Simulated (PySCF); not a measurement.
SbH2(OMe), CH5OSb.
Cartesian coordinates in Å at the PBE0-D3(BJ)/def2-SVP level; atoms count from 1:
```xyz
8
CH5OSb angstrom
Sb     1.049    1.312    0.419
H      2.311    1.429   -0.738
H      0.046    2.341   -0.543
O      0.417   -0.421   -0.369
C     -0.711   -1.020    0.195
H     -0.666   -1.105    1.300
H     -0.793   -2.044   -0.206
H     -1.653   -0.492   -0.058
```

Computed with TDDFT B3LYP/def2-SVPD, vertical, gas phase, core orbitals frozen in the response, def2 core potentials past Kr (PySCF). Spin–orbit coupling is left out.

Transition dipole moments from the ground state, in atomic units and in the frame of the coordinates above (overall signs are arbitrary), for the states with f of 0.002 or more among the lowest 7:

| state | E (eV) | μx | μy | μz |
| --- | --- | --- | --- | --- |
| S1 | 4.458 | -0.229 | -0.337 | -0.028 |
| S2 | 5.342 | 0.380 | 0.639 | 0.066 |
| S3 | 5.780 | 0.334 | -0.350 | -0.108 |
| S4 | 5.982 | -0.227 | 0.313 | -0.776 |
| S5 | 6.238 | -0.027 | -0.341 | -0.146 |
| S6 | 6.467 | -0.476 | -0.049 | 0.157 |
| S7 | 6.772 | -0.089 | 0.327 | 0.380 |

**Question.** What oscillator strength does each state have?

**Answer.** f = (2/3) ΔE |μ|² with ΔE in hartree (27.2114 eV).

```json
{"state": "S1", "|μ|² (au)": "0.167", "|μ| (D)": "1.04", "f": "0.018"}
{"state": "S2", "|μ|² (au)": "0.557", "|μ| (D)": "1.90", "f": "0.073"}
{"state": "S3", "|μ|² (au)": "0.246", "|μ| (D)": "1.26", "f": "0.035"}
{"state": "S4", "|μ|² (au)": "0.751", "|μ| (D)": "2.20", "f": "0.110"}
{"state": "S5", "|μ|² (au)": "0.138", "|μ| (D)": "0.95", "f": "0.021"}
{"state": "S6", "|μ|² (au)": "0.254", "|μ| (D)": "1.28", "f": "0.040"}
{"state": "S7", "|μ|² (au)": "0.259", "|μ| (D)": "1.29", "f": "0.043"}
```

**Question.** What angle do the transition dipoles of S2 and S4 make?

**Answer.** |cos θ| = |μa·μb| / (|μa| |μb|) = 0.10, so θ ≈ 84° (taken between 0 and 90°, since the signs are arbitrary).

**Question.** How is the summed strength of these states shared among x, y and z?

**Answer.** (2/3) Σ ΔE μα² gives 0.085 for x, 0.133 for y and 0.122 for z, 0.340 in all.

**Question.** What peak molar absorption coefficient would the strongest computed level give as a lone Gaussian band 0.3 eV wide at half height?

**Answer.** ε(max) = 2.175×10⁸ f / FWHM, with the width in cm⁻¹. S4: 2.175×10⁸ × 0.1100 / 2420 ≈ 9900 L mol⁻¹ cm⁻¹.

The vertical ionisation energy (ΔSCF) is 9.20 eV, 2.43 eV above S7.

Hardware: one thread of an x86-64 server, shared host. Cost: 21 s.

One conformer stands for the species.
